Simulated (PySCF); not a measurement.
TcSe₂⁺: from structure and modes to constants

Computed with UPBE in PySCF with Tc def2-SVP with ECP28, Se def2-SVP; scalar-relativistic core potentials, no spin–orbit coupling; density-fitted integrals.

The triplet minimum has C2v symmetry. Masses (u): Tc 98.90722, Se 79.91652.

```xyz
3
charge 1 multiplicity 3, angstrom
Tc    0.0000    0.0000   -0.7738
Se    1.8168    0.0000    0.4788
Se   -1.8168    0.0000    0.4788
```

Harmonic wavenumbers (cm⁻¹): 128.1 (a1, ×1), 363.1 (a1, ×1), 397.8 (b2, ×1).

**Question.** Find the principal moments of inertia and the rotational constants. What kind of rotor is it?

**Answer.** About the centre of mass I = 95.865, 527.57, 623.44 u Å². With B = 16.8576/I this gives 0.1758, 0.03195, 0.02704 cm⁻¹. The molecule is an asymmetric top with κ = -0.93.

**Question.** What is the harmonic zero-point energy?

**Answer.** Half the sum of all 3 wavenumbers, 889/2 = 444 cm⁻¹, which is 5.3 kJ/mol (1 cm⁻¹ = 0.0119627 kJ/mol).

**Question.** Find the vibrational entropy and heat capacity at 298.15 K.

**Answer.** With u = 1.43878 ω/T, each mode gives S = R[u/(eᵘ−1) − ln(1−e⁻ᵘ)] and C = R u² eᵘ/(eᵘ−1)².
```csv
ω (cm⁻¹),u,S (J/(mol K)),C (J/(mol K))
128.1,0.618,12.44,8.05
363.1,1.752,4.64,6.48
397.8,1.920,4.06,6.17
```
The sums over all modes are S = 21.1 and C = 20.7 J/(mol K); the softest mode gives 59 % of the entropy.

**Question.** Give the standard entropy (298.15 K, 1 bar) by its translational, rotational, vibrational and spin parts, and Cp.

**Answer.** Sackur–Tetrode with M = 258.74 u gives 178.1; rotation with symmetry number 2 gives 114.5; vibration 21.1; spin R ln 3 = 9.1. The total is 323.0 J/(mol K), and Cp = 4 R + 20.7 = 54.0 J/(mol K).

Only a few start shapes were tried, so a lower isomer may exist. With open d or f shells other occupations or spin states may lie lower.
